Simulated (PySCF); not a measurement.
Compound: C₄H₅NO₂S₂.
Structure used (PBE0-D3(BJ)/def2-SVP), in Å, numbered top down from 1:
```xyz
14
C4H5NO2S2 angstrom
C     -2.0059   -0.3011    0.3550
S     -0.8199    0.2389   -0.8614
O     -1.0723    1.6510   -1.1270
O     -0.8061   -0.7562   -1.9269
C      0.7372    0.1343   -0.0284
C      1.5328   -1.0407    0.0906
N      2.6801   -0.8858    0.7032
S      2.8636    0.7008    1.1510
C      1.3693    1.2204    0.5234
H     -1.7768   -1.3316    0.6534
H     -2.9770   -0.2577   -0.1576
H     -1.9880    0.3859    1.2097
H      1.2516   -2.0224   -0.3006
H      1.0093    2.2494    0.5463
```

Level: CAM-B3LYP/def2-SVPD in PySCF, non-relativistic, on one gas-phase PBE0-D3(BJ)/def2-SVP geometry that isn't relaxed in the solvent. The solvent is an IEF-PCM continuum (van der Waals radii × 1.2). Only the electrostatic response of the medium enters.

Gas phase at CAM-B3LYP/def2-SVPD: HOMO -9.64 eV, LUMO -0.80 eV, dipole 4.09 D.

Task: What does the continuum do to the energy, the frontier levels and the dipole at CAM-B3LYP/def2-SVPD in chloroform and tetrahydrofuran?

Result: 
```tsv
solvent	ε	E(solvent) − E(gas) (kJ/mol)	polarisation term (kJ/mol)	distortion of the solute (kJ/mol)	HOMO (eV)	LUMO (eV)	dipole (D)
chloroform	4.711	-37.07	-42.18	5.11	-9.44	-0.57	5.02
tetrahydrofuran	7.426	-42.66	-49.57	6.91	-9.42	-0.55	5.18
```

The first energy column is the sum of the next two and covers electrostatics alone. From chloroform to tetrahydrofuran the lowering changes by a factor 1.15, Onsager's factor (ε − 1)/(2ε + 1) by 1.14 and ε itself by 1.6.

Task: Which radius a makes the point-dipole formula ΔE = −[(ε − 1)/(2ε + 1)]·μ²/a³ give the value in tetrahydrofuran, with the gas-phase dipole?

Result: μ = 1.610 au and |ΔE| = 0.01625 Eh give a = 2.12 Å; the farthest nucleus lies 3.14 Å from the centroid of the nuclei, so such a sphere wouldn't even hold the nuclei. The formula assumes a rigid point dipole at the centre of a sphere.

Task: Give the dipole vector in the frame of the coordinates (D, pointing from negative to positive charge), gas and tetrahydrofuran.

Result: Gas (-0.64, 0.13, 4.04), solvent (-0.96, 0.27, 5.08). Its length changes by +26 % and its direction by 2°.

Task: How does the static polarisability (CAM-B3LYP/def2-SVPD, frozen core, with the continuum's full static response) change?

Result: 
```tsv
medium	isotropic (au)	principal values (au)	⟨r²⟩ of the electrons (bohr²)
gas	95.1	72.2, 91.8, 121.2	1592.7
chloroform	119.5	89.3, 118.2, 151.0	1593.3
tetrahydrofuran	123.9	92.8, 123.2, 155.8	1593.5
```

The isotropic value in tetrahydrofuran is 1.30 times the gas-phase one; no cavity-field correction is applied. ⟨r²⟩ is taken about the centre of nuclear charge.
